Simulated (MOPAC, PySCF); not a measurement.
C₁₀H₈O, SMILES `Oc1cccc2ccccc12` (H–O–C–C torsion 180°), neutral singlet in the gas phase. 

Z-matrix (Å, degrees):
```
C
C 1 1.4217
C 2 1.3790 1 121.27
H 3 1.0922 2 120.02 1 -180.00
H 2 1.0945 3 118.16 4 0.00
C 3 1.4162 4 119.91 2 -180.00
C 6 1.3779 3 120.10 4 180.00
H 6 1.0925 7 120.19 3 180.00
H 7 1.0930 6 120.31 8 0.00
C 7 1.4228 9 118.32 6 -180.00
C 10 1.4204 7 121.83 9 0.00
C 11 1.3790 10 120.09 7 180.00
H 11 1.0921 12 120.90 10 -180.00
H 12 1.0926 11 120.08 13 0.00
C 12 1.4118 14 118.96 11 180.00
C 15 1.3837 12 120.48 14 180.00
O 16 1.3565 15 117.84 12 180.00
H 17 0.9646 16 110.07 15 -179.99
H 15 1.0912 16 118.39 17 0.00
```
Charge 0, spin multiplicity 1.

All levels are single points at this geometry (B3LYP-D3(BJ)/def2-SVP); Pople sets use spherical d functions. Orbital energies aren't observables, and empty levels follow the basis.

```csv
level,HOMO (eV),LUMO (eV),gap (eV),dipole (D),"vertical IE, Delta-SCF (eV)"
B3LYP-D3(BJ)/def2-TZVP in PySCF,-5.79,-1.38,4.42,1.38,7.60
B3LYP/3-21G in PySCF,-5.48,-0.92,4.55,1.51,–
B3LYP/6-31G* in PySCF,-5.44,-0.93,4.51,1.40,7.33
BP86/6-31G* in PySCF,-4.83,-1.69,3.13,1.32,–
M06-2X/6-31G* in PySCF,-6.74,-0.10,6.63,1.49,–
SVWN5/6-31G* in PySCF,-4.90,-1.80,3.10,1.35,7.46
HF/STO-3G in PySCF,-5.66,5.56,11.22,1.37,–
PM3 in MOPAC,-8.52,-0.51,8.01,1.33,–
PM6 in MOPAC,-8.59,-0.57,8.02,1.67,–
```
